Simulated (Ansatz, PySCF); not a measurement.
H2MoO4, multiplicity 1. Atoms are numbered in the order given.

```xyz
7

Mo     0.0000     0.0000    -0.0363
O      0.0000     1.3519    -1.0663
O      0.0000    -1.3519    -1.0663
O      1.5245     0.0000     1.0626
H      2.4608     0.0000     0.7919
O     -1.5245     0.0000     1.0626
H     -2.4608     0.0000     0.7919
```
Charge 0, spin multiplicity 1.

Geometry optimised at PBE-D3(BJ)/def2-SVP. A frequency run showed that this geometry is not a minimum. The spin state was assumed, not searched. The isomer is the one that the SMILES or the coordinates give; other isomers of the formula were not compared. The def2 effective core potentials stand for the cores of Mo; spin–orbit coupling is left out. Other conformers were not sampled.

Vertical ionisation energy (IE) and electron affinity (EA) in eV. Rows of orbital energies are one-electron estimates. Where ΔSCF, EOM or ADC give a negative EA the extra electron is unbound and the value depends on the basis.

| level | IE | EA |
|---|---|---|
| −ε(HOMO), −ε(LUMO), B3LYP/def2-TZVP (PySCF) | ? | ? |
| ΔSCF, PBE0/def2-TZVPD (Ansatz), final states of multiplicity 2 and 2 | 10.99 | 0.62 |

### Question
What belongs in the gaps? (Estimate from the structure and the level; the computed values follow.)

### Answer

- −ε(HOMO), −ε(LUMO), B3LYP/def2-TZVP (PySCF), IE: 8.77
- −ε(HOMO), −ε(LUMO), B3LYP/def2-TZVP (PySCF), EA: 2.86

### Question
What vertical singlet–triplet gap does ΔSCF give with PBE0/def2-TZVPD (Ansatz, a program for electronic structure)? (Estimate from the structure and the level; the computed values follow.)

### Answer
3.69 eV (triplet above singlet where positive).
